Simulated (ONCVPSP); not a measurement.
# Logarithmic derivatives: rubidium, ONCV

ONCVPSP 4.0.1 input, shortened (lines: element, Z, core and valence counts, functional; n l f; lmax; l rc ep ncon nbas qcut; lloc lpopt rc5 dvloc0; l nproj debl; icmod fcfact rcfact), PBE, scalar-relativistic:

```
  Rb 37.00    6    2        4      upf
    1    0    2.00
    2    0    2.00
    2    1    6.00
    3    0    2.00
    3    1    6.00
    3    2   10.00
    4    0    2.00
    4    1    6.00
    2
    0    1.50    0.00    3    6    5.00
    1    1.60    0.00    4    7    4.70
    2    1.55    0.11    4    8    6.50
    4    5    1.40    0.00
    0    2    3.00
    1    1    3.90
    2    3    0.60
    0    0.00    0.00
```

The phase is arctan(r·R′/R) of the radial function R(r), unwrapped; energies in Ha, scanned from -3 to 5 Ha. A pole is an energy at which the radial function vanishes at the test radius. The pseudo phase is shifted by a multiple of π to meet the all-electron one at the reference energy, and phase errors are pseudo minus all-electron; the curves can meet again beyond the range given. Levels narrower than the energy grid can be missing from the lists of poles.

```json
{"channel": "s", "radius (bohr)": "1.53", "reference energy (Ha)": "-1.38", "poles, all-electron": "0.96", "poles, pseudo": "0.96", "unbroken range about the reference energy with phases within 0.05 rad": "below 4.6", "phase error 1 Ha above the reference energy (rad)": "-0.000"}
{"channel": "p", "radius (bohr)": "1.62", "reference energy (Ha)": "-0.80", "poles, all-electron": "1.47", "poles, pseudo": "1.25", "unbroken range about the reference energy with phases within 0.05 rad": "below 1.9", "phase error 1 Ha above the reference energy (rad)": "-0.006"}
{"channel": "d", "radius (bohr)": "1.57", "reference energy (Ha)": "0.11", "poles, all-electron": "3.53", "poles, pseudo": "3.53", "unbroken range about the reference energy with phases within 0.05 rad": "the whole range", "phase error 1 Ha above the reference energy (rad)": "+0.000"}
```

Note: ghosts flagged at negative energy: d at -87.1 eV; GHOST(+) flagged for s at 189.3 eV. A true bound ghost makes a file unfit for plane-wave use.

Phases in the d channel:

| E (Ha) | all-electron | pseudo |
| --- | --- | --- |
| -2.98 | 1.222 | 1.250 |
| -2.76 | 1.197 | 1.209 |
| -2.54 | 1.170 | 1.176 |
| -2.32 | 1.139 | 1.142 |
| -2.10 | 1.103 | 1.105 |
| -1.88 | 1.061 | 1.062 |
| -1.66 | 1.010 | 1.010 |
| -1.44 | 0.946 | 0.947 |
| -1.22 | 0.865 | 0.866 |
| -1.00 | 0.760 | 0.760 |
| -0.78 | 0.621 | 0.621 |
| -0.56 | 0.435 | 0.435 |
| -0.34 | 0.195 | 0.195 |
| -0.12 | -0.089 | -0.089 |
| 0.10 | -0.381 | -0.381 |
| 0.32 | -0.637 | -0.637 |
| 0.54 | -0.840 | -0.840 |
| 0.76 | -0.993 | -0.993 |
| 0.98 | -1.108 | -1.108 |
| 1.20 | -1.196 | -1.196 |
| 1.42 | -1.266 | -1.266 |
| 1.64 | -1.321 | -1.321 |
| 1.86 | -1.367 | -1.367 |
| 2.08 | -1.406 | -1.406 |
| 2.30 | -1.439 | -1.439 |
| 2.52 | -1.468 | -1.468 |
| 2.74 | -1.494 | -1.494 |
| 2.96 | -1.517 | -1.517 |
| 3.18 | -1.539 | -1.539 |
| 3.40 | -1.559 | -1.559 |
| 3.62 | -1.579 | -1.578 |
| 3.84 | -1.597 | -1.597 |
| 4.06 | -1.616 | -1.615 |
| 4.28 | -1.635 | -1.634 |
| 4.50 | -1.654 | -1.653 |
| 4.72 | -1.674 | -1.672 |
| 4.94 | -1.696 | -1.692 |
